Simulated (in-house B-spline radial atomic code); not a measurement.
Al is squeezed into an impenetrable sphere of radius R (the orbitals vanish at R). Caution: exact exchange at fractional occupations of open shells leaves self-interaction of up to several eV. Level of theory: non-relativistic PBE0, spin-polarised, spherical fractional occupations, point nucleus; calculated with a B-spline radial code for spherical atoms.

Energies in eV above the free atom in [Ne] 3s2 3p1:

| R (bohr) | highest level (eV) | [Ne] 3s2 3p1 | [Ne] 3s1 3p2 | [Ne] 3s2 3d1 | -dE/dV in [Ne] 3s2 3p1 (GPa) |
| --- | --- | --- | --- | --- | --- |
| 7.85 | -2.46 | 0.186 | 3.601 | 5.83 | 0.241 |
| 6.41 | -1.72 | 0.7499 | 4.24 | 7.447 | 1.59 |
| 5.46 | -0.453 | 2.028 | 5.689 | 9.795 | 6.32 |
| 4.32 | 3.45 | 7.305 | 11.52 | 16.97 | 39.4 |
| 3.49 | 10.8 | 20.04 | 25.18 | 31.42 | 180 |
| 3.11 | 17.2 | 32.87 | 38.69 | 44.83 | 392 |
| 2.51 | 36.8 | 77 | 84.22 | 88.04 | 1590 |
| 2.4 | 42.6 | 91.21 | 98.67 | 101.5 | 2130 |
| 1.96 | 80.5 | 191.1 | 198.5 | 193.6 | 7790 |
| 1.53 | 166 | 453.3 | 454.4 | 430.4 | 37100 |

Q: Does [Ne] 3s1 3p2 fall below [Ne] 3s2 3p1 under compression?

A: No, it stays above over the whole range.

Q: Does [Ne] 3s2 3d1 fall below [Ne] 3s2 3p1 under compression?

A: Yes, between R = 1.96 and 1.53 bohr the order changes (near 1.92 bohr by linear interpolation).

The highest level is first positive in the row R = 4.32 bohr, pushed up by confinement above the zero of the free ion's potential. Each configuration is held fixed and needn't be the lowest in the sphere.
